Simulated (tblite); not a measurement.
Q: What does the GFN2-xTB structure of `C=C(C)CN[Si@H](N)NC` look like in three dimensions?

A: 
```
atom  x, y, z in Å
C1     2.5807    0.9066   -0.9677
C2     2.4805   -0.2233   -0.2891
C3     3.6445   -1.1401   -0.0579
C4     1.1798   -0.6990    0.3128
N5     0.1257    0.2751    0.2643
Si6   -1.5259   -0.1678    0.1290
N7    -1.6676   -0.9257   -1.4204
N8    -2.4002    1.3052    0.2830
C9    -3.8325    1.3238    0.1456
H10    1.7255    1.5385   -1.1293
H11    3.5154    1.2325   -1.3921
H12    4.5193   -0.8037   -0.6078
H13    3.3965   -2.1523   -0.3756
H14    3.8920   -1.1779    1.0030
H15    1.3755   -1.0322    1.3462
H16    0.8443   -1.5814   -0.2395
H17    0.3417    1.0784    0.8329
H18   -2.0439   -1.0130    1.2241
H19   -2.5719   -1.2461   -1.7243
H20   -0.9563   -1.5682   -1.7268
H21   -1.9841    2.1251   -0.1315
H22   -4.1632    1.2638   -0.8989
H23   -4.2459    2.2343    0.5845
H24   -4.2418    0.4674    0.6767
```

Orientation and origin are arbitrary. Atoms count from 1 in this order. The C–C distances run from 1.322 Å (C1=C2, drawn double) to 1.510 Å (C2–C4, drawn single), a spread of 0.188 Å. N7 (silicon-bound nitrogen) has angles 119.6°, 118.9° and 109.9°, sum 348.4°, 0.23 Å off the plane of its three neighbours. Of the pairs four or more bonds apart, N5···H10 is among the closest relative to their van der Waals radii: 2.47 Å, 90 % of the sum of Bondi's values. Si6 (SiH silicon) is distorted tetrahedral (angles from 104.2° to 115.3°).

Bonds between heavy atoms (Å): C1=C2 1.322, C2–C3 1.500, C2–C4 1.510, C4–N5 1.436, N5–Si6 1.715, Si6–N7 1.731, Si6–N8 1.720, N8–C9 1.439.

Computed geometry: GFN2-xTB, gas phase.

Point group: C1 (no symmetry element, even within 0.4 Å). Its GFN2-xTB frequencies are all real (lowest 22 cm⁻¹). The numbers are those of one conformer (C1–C2–C4–N5 -9°, C2–C4–N5–Si6 149°, C4–N5–Si6–N7 -65°, N5–Si6–N7–H -178° and 42°, N5–Si6–N8–C9 177°).

Time: 4.0 s. Hardware: Arm Neoverse N1, one thread (shared host). These figures are those of the optimisation.
